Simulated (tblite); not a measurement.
Species: C7H5O3 (doublet state).
Geometry (GFN2-xTB, Å), atoms numbered from 1 in this order:
```xyz
15
C7H5O3 angstrom
O      0.560    2.162   -0.174
C     -0.065    1.104   -0.088
C     -1.478    1.026    0.218
C     -2.149   -0.162    0.194
C     -1.488   -1.356   -0.122
C     -0.123   -1.362   -0.393
C      0.587   -0.188   -0.351
O      1.924   -0.163   -0.646
C      2.769    0.448    0.202
O      2.553    0.716    1.341
H     -1.974    1.955    0.454
H     -3.205   -0.191    0.419
H     -2.036   -2.285   -0.137
H      0.390   -2.284   -0.621
H      3.729    0.588   -0.317
```

Computed with GFN2-xTB (tblite): harmonic, unscaled wavenumbers at the GFN2-xTB geometry, gas phase. Against measured fundamentals such values can be off by several per cent, at times by over 20. One conformer, not necessarily the lowest. Open shells enter through the occupations alone, without spin polarisation, and single modes of such species can be off by tens of per cent.

Harmonic wavenumbers (cm⁻¹): 78.1, 95.2, 138.2, 179.0, 259.4, 353.6, 396.9, 414.3, 455.1, 534.8, 550.4, 661.9, 717.1, 750.2, 763.9, 838.0, 857.2, 900.5, 919.5, 931.0, 1049.5, 1052.7, 1106.7, 1152.8, 1176.9, 1216.1, 1284.3, 1343.6, 1357.9, 1395.9, 1490.4, 1553.5, 1580.0, 1790.6, 2854.7, 3082.6, 3090.9, 3102.1, 3106.0.

A = 2677, B = 1155, C = 913.4 MHz; mass 137.024 u (most abundant isotopes); point group C1, symmetry number 1; spin multiplicity 2.

**Question.** What is the zero-point energy?

**Answer.** ½Σν̃ = 22291 cm⁻¹ = 63.73 kcal/mol.

**Question.** What is S at 200 K and 1 bar for an ideal gas of classical rigid rotors and harmonic oscillators?

**Answer.** Translation 38.70, rotation 27.93, vibration 13.30, spin (R ln 2) 1.38: S = 81.3 cal/(mol K).

**Question.** And Cp and H(200 K) − H(0)?

**Answer.** Cp = 24.45 cal/(mol K), of which vibrations give 16.50 (their classical limit is 39 R = 77.5); H(200 K) − H(0) = 3.14 kcal/mol without the zero-point energy, 1.55 from vibrations.

**Question.** Blend soft modes into free rotors: weight 1/[1 + (100 cm⁻¹/ν̃)⁴] for the oscillator and the rest for a rotor with moment μB/(μ + B), μ = h/(8π²ν), B = 10⁻⁴⁴ kg m². What vibrational entropy results?

**Answer.** 12.88 cal/(mol K) in place of 13.30, which changes −T·S at 200 K by +0.08 kcal/mol.

**Question.** What must be added to the electronic energy to get the Gibbs energy at 200 K and 1 bar?

**Answer.** ZPE + [H(200 K) − H(0)] − T·S = 63.73 + 3.14 − 16.26 = 50.61 kcal/mol.

**Question.** How do the functions run with temperature in this model?

**Answer.** 
```json
{"T (K)": "50", "S (cal/(mol K))": "58.5", "Cp (cal/(mol K))": "11.4", "H − H(0) (kcal/mol)": "0.45", "G − H(0) (kcal/mol)": "-2.47", "ln q(vib)": "0.20"}
{"T (K)": "100", "S (cal/(mol K))": "67.8", "Cp (cal/(mol K))": "15.7", "H − H(0) (kcal/mol)": "1.13", "G − H(0) (kcal/mol)": "-5.64", "ln q(vib)": "0.95"}
{"T (K)": "298.15", "S (cal/(mol K))": "92.8", "Cp (cal/(mol K))": "33.6", "H − H(0) (kcal/mol)": "5.98", "G − H(0) (kcal/mol)": "-21.68", "ln q(vib)": "4.77"}
{"T (K)": "373.15", "S (cal/(mol K))": "101.0", "Cp (cal/(mol K))": "40.1", "H − H(0) (kcal/mol)": "8.75", "G − H(0) (kcal/mol)": "-28.95", "ln q(vib)": "6.32"}
{"T (K)": "500", "S (cal/(mol K))": "114.1", "Cp (cal/(mol K))": "49.4", "H − H(0) (kcal/mol)": "14.46", "G − H(0) (kcal/mol)": "-42.61", "ln q(vib)": "8.99"}
{"T (K)": "750", "S (cal/(mol K))": "136.6", "Cp (cal/(mol K))": "61.3", "H − H(0) (kcal/mol)": "28.43", "G − H(0) (kcal/mol)": "-74.04", "ln q(vib)": "14.17"}
{"T (K)": "1000", "S (cal/(mol K))": "155.3", "Cp (cal/(mol K))": "68.4", "H − H(0) (kcal/mol)": "44.72", "G − H(0) (kcal/mol)": "-110.60", "ln q(vib)": "19.00"}
```

q(vib) and H(0) count from the zero-point level.

Hindered rotation and anharmonicity are outside this model. Other conformers, if any are populated, would add a mixing term that is left out. The structure is chiral; the term R ln 2 for an equal mix with its mirror image is left out.
